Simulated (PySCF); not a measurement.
Al(All)(H)(Me) (C4H9Al), SMILES [CH3][AlH][CH2]C=C.

Geometry: B3LYP-D3(BJ)/def2-SVP. The structure was generated by enumeration; whether it is a known compound was not checked. Other conformers were not sampled.

Level of theory: TDA-PBE/def2-SVPD (PySCF).

Vertical excitations. The molecule is in vacuum.

```csv
state,energy (eV),λ (nm),f,main pairs
S1,5.13,242,0.062,"HOMO−1→LUMO 45 %, HOMO→LUMO 38 %, HOMO→LUMO+1 7 %"
S2,5.42,229,0.060,"HOMO→LUMO+1 74 %, HOMO−1→LUMO 12 %"
S3,5.46,227,0.062,"HOMO−1→LUMO 34 %, HOMO→LUMO 29 %, HOMO→LUMO+2 17 %, HOMO→LUMO+1 10 %"
S4,5.69,218,0.085,"HOMO→LUMO+2 71 %, HOMO→LUMO 12 %"
S5,6.13,202,0.008,HOMO−1→LUMO+1 97 %
S6,6.20,200,0.020,HOMO→LUMO+3 94 %
S7,6.45,192,0.011,HOMO→LUMO+4 88 %
S8,6.56,189,0.028,HOMO−1→LUMO+2 92 %
S9,6.68,186,0.015,"HOMO→LUMO+5 57 %, HOMO−2→LUMO 31 %"
S10,6.89,180,0.066,"HOMO→LUMO+6 45 %, HOMO→LUMO+5 22 %, HOMO−2→LUMO 18 %"
T1,3.73,333,0,HOMO→LUMO 97 %
T2,4.88,254,0,HOMO→LUMO+1 98 %
T3,5.06,245,0,HOMO−1→LUMO 99 %
T4,5.46,227,0,HOMO→LUMO+2 94 %
```
Triplets are in the Tamm–Dancoff approximation.
